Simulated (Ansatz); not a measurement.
Start from `CO[Si]1(S)C=N1` and change one atom or group to get `S[Si]1(Cl)C=N1`.

Ansatz, PBE0-D4/def2-TZVP geometries, multiplicity 1. Each molecule was computed in one conformer, which needn't be the lowest.

| property | `CO[Si]1(S)C=N1` |
| --- | --- |
| ideal-gas entropy at 298 K and 1 bar (rigid rotor, harmonic PBE0-D4/def2-TZVP) / J/(mol·K) | 380 |
| HOMO–LUMO gap (PBE/def2-TZVPP) / eV | 3.14 |
| HOMO energy (PBE0/def2-TZVPP) / eV | -6.41 |
| HOMO–LUMO gap (ωB97M-V/def2-TZVPP) / eV | 10.10 |
| size of the dipole moment (ωB97M-V/def2-TZVPP) / D | 1.56 |
| LUMO energy (PBE0/def2-TZVPP) / eV | -0.83 |

Question: What does the change do to each property? (Best estimate.)

Answer: Ansatz gave: 
```tsv
property	`S[Si]1(Cl)C=N1`	shift
ideal-gas entropy at 298 K and 1 bar (rigid rotor, harmonic PBE0-D4/def2-TZVP) / J/(mol·K)	342	-38
HOMO–LUMO gap (PBE/def2-TZVPP) / eV	3.20	0.06
HOMO energy (PBE0/def2-TZVPP) / eV	-6.80	-0.39
HOMO–LUMO gap (ωB97M-V/def2-TZVPP) / eV	10.03	-0.07
size of the dipole moment (ωB97M-V/def2-TZVPP) / D	1.73	0.17
LUMO energy (PBE0/def2-TZVPP) / eV	-1.21	-0.38
```

The zero-point energy changes by -108.0 kJ/mol with -12 modes. Dipoles are sizes alone; their direction can turn. Modes under 60 cm⁻¹, often nearly free rotors, make the harmonic entropy too high.

Positive LUMOs are unbound, so they and the gaps depend on the basis.
